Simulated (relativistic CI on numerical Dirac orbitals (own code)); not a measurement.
# Transition arrays of Cd IV

Method of calculation: Dirac-Coulomb-Breit CI, separate exchange-only KLI orbitals for each configuration, a model potential for QED, valence Slater integrals scaled by 0.9, whole transition arrays (own radial code, finite nucleus).

CI space (outside the closed core [Ar] 3d10 4s2): 4p6 4d9, 4p6 4d8 4f, 4p5 4d10, 4p6 4d8 5p, 4p6 4d8 5f. Levels of other configurations are missing.

All E1 lines from the levels of 4p6 4d9; mean and standard deviation are weighted by gf, and upper levels are sorted by their leading configuration.

```csv
Upper configuration,Lines,Σgf,Mean (eV),Mean (nm),σ (eV),Strongest line (nm)
4p6 4d8 4f,79,11.4,38.86,31.908,0.99,31.496
4p5 4d10,3,10.5,65.17,19.024,2.30,19.473
4p6 4d8 5p,60,10.0,23.77,52.153,1.04,51.338
4p6 4d8 5f,83,40.8,45.68,27.140,1.29,26.840
```

Σgf per state of the lower configuration in bins of 1 nm over the central range (centre: value): 18.5: 0.34, 19.5: 0.71, 25.5: 0.25, 26.5: 1.81, 27.5: 1.48, 28.5: 0.31, 29.5: 0.23, 31.5: 0.76, 32.5: 0.19, 33.5: 0.17, 49.5: 0.03, 50.5: 0.13, 51.5: 0.39, 52.5: 0.06, 53.5: 0.18.

(1) How do configuration mixing and the scaling of the Slater integrals move the arrays?

## Answers

(1) Slater scale 0.9, no configuration mixing: 4p6 4d8 4f 40.0 ± 1.2 eV (Σgf 29.0), 4p5 4d10 64.1 ± 2.5 eV (Σgf 6.3), 4p6 4d8 5p 23.8 ± 1.0 eV (Σgf 11.6), 4p6 4d8 5f 45.0 ± 1.2 eV (Σgf 20.5); Slater scale 1: 4p6 4d8 4f 39.0 ± 1.1 eV (Σgf 11.2), 4p5 4d10 65.4 ± 2.3 eV (Σgf 11.0), 4p6 4d8 5p 23.8 ± 1.2 eV (Σgf 9.8), 4p6 4d8 5f 45.9 ± 1.4 eV (Σgf 41.3); Slater scale 0.8: 4p6 4d8 4f 38.7 ± 0.9 eV (Σgf 11.5), 4p5 4d10 64.9 ± 2.3 eV (Σgf 10.0), 4p6 4d8 5p 23.7 ± 0.9 eV (Σgf 10.1), 4p6 4d8 5f 45.5 ± 1.2 eV (Σgf 40.4). With mixing, levels are counted to their leading configuration, so an array can shrink or vanish into another, and the sums then hold other lines.
